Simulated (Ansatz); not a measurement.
Isomers of CH6Si3. Gas-phase values, no solvent. Strings in code marks are SMILES.

Quantity: electronic energy of isomers of CH6Si3 relative to `C1=[SiH][SiH2][SiH2]1`, in kcal/mol. The restricted reference of `C1=[SiH][SiH2][SiH2]1` and `C=[Si]1[SiH2][SiH2]1` is unstable towards unrestricted orbitals.

Case: `C=[Si]1[SiH2][SiH2]1`. Geometry of `[SiH2]1[SiH2][Si]1=C` (neutral, multiplicity 1, Å):

```xyz
10

C      2.4349    -0.0260     0.1988
Si     0.7300    -0.0074     0.0537
Si    -1.2265     1.1952     0.0098
Si    -1.2340    -1.1690    -0.2103
H      3.0076     0.8850     0.3313
H      3.0022    -0.9491     0.1616
H     -1.7687     1.7897     1.2595
H     -1.5765     2.0129    -1.1809
H     -1.5880    -1.7504    -1.5315
H     -1.7810    -1.9809     0.9080
```

Q: Predict the electronic energy of isomers of CH6Si3 relative to `C1=[SiH][SiH2][SiH2]1` from frozen-core CCSDT(Q)/6-31g // PBE0-D3(BJ)/def2-TZVP (Ansatz, a program for electronic structure).

A: 13.5 kcal/mol.
